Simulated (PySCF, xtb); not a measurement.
C3H5BO2, SMILES C=CB(O)C=O. The values are those of a single conformer.

Harmonic wavenumbers (cm⁻¹) from GFN2-xTB run with xtb at its own minimum, in rising order: 49, 109, 140, 204, 322, 373, 541, 568, 721, 754, 847, 929, 935, 1021, 1038, 1130, 1300, 1341, 1372, 1407, 1650, 1721, 2717, 3032, 3082, 3117, 3484.

### Question
What does r2SCAN-D4/def2-SVP run with PySCF give at its own minimum? (An estimate is asked for; the answer gives what the named calculation found.)

### Answer
60, 161, 165, 256, 389, 393, 593, 601, 780, 784, 959, 982, 1004, 1023, 1049, 1226, 1307, 1388, 1407, 1463, 1671, 1756, 2842, 3119, 3132, 3223, 3630. Paired by order, the mean absolute difference is 54 cm⁻¹ and the zero-point energies are 48.5 and 50.6 kcal/mol.
